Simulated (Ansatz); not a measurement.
Energy needed to pull apart C₂H₄AlB (SMILES [AlH2][B]1C=C1), singlet, into free ground-state atoms, from the structure below (at a frame of a short PBE0-D4/def2-SVP trajectory); no zero-point or spin–orbit terms; open-shell atoms are treated unrestricted, in their ground-state multiplicity.

```xyz
8
angstrom
Al -1.0889 1.4131 -0.6166
B 0.0365 -0.1211 0.0605
C 1.2460 -0.6498 0.7828
C 0.4764 -1.5634 0.1767
H -2.5161 1.2117 -1.3064
H -0.8816 2.9685 -0.3636
H 2.1068 -0.7206 1.4311
H 0.4068 -2.6500 0.0774
```

Program: Ansatz 0.2.0. Basis: def2-TZVPP. Cores are frozen in the correlated methods.

```tsv
method	atomization energy (kcal/mol)
PBE-D4	?
r2SCAN-D4	698.4
PBE0-D4	698.8
wB97M-V	?
HF	522.0
MP2	686.7
CCSD	660.9
CCSD(T)	671.9
```

(1) What does wB97M-V give? (To be estimated.)

(2) What does PBE-D4 give? (To be estimated.)

No T1 diagnostic of these runs exceeds 0.011.

## Answers

(1) Computed: 696.1 kcal/mol, which is about 24.2 kcal/mol more than CCSD(T)/def2-TZVPP.

(2) By the calculation: 708.0 kcal/mol, which is about 36.1 kcal/mol more than CCSD(T)/def2-TZVPP.

In triple zeta the MP2 and coupled-cluster atomization energies are still short of their basis limit by a few kcal/mol a bond, whereas those of the functionals are nearly converged, so these differences are not deviations from converged CCSD(T).

For scale, one of the runs: CCSD(T)/def2-TZVPP forces, 191 basis functions, launched by `ansatz run in.yaml --threads 2 --pin off --events-out ev --progress --plain --max-ram 3481MiB`. Hardware: 2 CPU threads of an Intel Xeon, shared host. Wall time 9.7 min; peak host memory 2.1 GiB.
